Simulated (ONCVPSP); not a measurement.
**Transferability test, ONCV potential for Ti (Z = 22)**

* Element: Ti (Z = 22)
* Generator: ONCVPSP 4.0.1
* Type: optimised norm-conserving Vanderbilt (ONCV)
* Functional: PBE
* Relativity: scalar-relativistic
* Frozen core: [Ne]
* Valence charge: 12
* Reference configuration: 3s2 3p6 3d2 4s2
* Partial waves: 3s+4s: rc 1.75 bohr, ncon 4, nbas 8, qcut 6.1 1/bohr, 2 projectors; 3p: rc 1.60 bohr, ncon 4, nbas 7, qcut 10.9 1/bohr, 2 projectors, debl 3.7 Ha; 3d: rc 1.65 bohr, ncon 4, nbas 9, qcut 9.5 1/bohr, 2 projectors, debl 0.5 Ha
* Local potential: polynomial inside 1.45 bohr (lpopt 5, dvloc0 3 Ha)
* Core correction: Teter function, fcfact 4, rcfact 1.25

Energies are relative to the spin-unpolarised reference configuration 3s2 3p6 3d2 4s2; without spin polarisation the order of configurations can differ from experiment.

Task: Give the all-electron excitation energy and the error of the potential for: 3s2 3p6 3d2 4s1; 3s2 3p6 3d2 4s0; 3s2 3p6 3d1 4s0; 3s2 3p6 3d2 4s1.5.

Result:

```tsv
valence configuration	charge	ΔE all-electron (eV)	error AE − PS (meV)
3s2 3p6 3d2 4s1	+1	7.347	-0.5
3s2 3p6 3d2 4s0	+2	20.919	-2.4
3s2 3p6 3d1 4s0	+3	47.867	+30
3s2 3p6 3d2 4s1.5	+0.5	2.937	-0.2
```

Levels in the configuration 3s2 3p6 3d2 4s1:

```
level  all-electron (eV)  pseudo (eV)
   3s            -69.918      -69.935
   3p            -46.152      -46.160
   3d            -11.368      -11.373
   4s            -10.351      -10.351
```
